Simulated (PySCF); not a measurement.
**Correlation energy of Ne²⁺ (neon, charge +2)**

[He] 2s2 2p4, high-spin 3P determinant. All numbers are calculated (PySCF 2.14, no relativity, point nucleus, in aug-cc-pV5Z). Frozen: 1s2; 6 electrons correlated.

MP2 pair energies summed by pair of shells (mhartree):

| pair | energy | share (%) |
| --- | --- | --- |
| 2s-2p | -79.22 | 47.0 |
| 2p-2p | -77.39 | 45.9 |
| 2s-2s | -11.93 | 7.1 |

Total MP2 correlation energy: -168.53 mhartree.

Same-spin part -38.70 and opposite-spin part -129.83 mhartree; SCS-MP2 scales them by 1/3 and 6/5 to -168.70 mhartree.
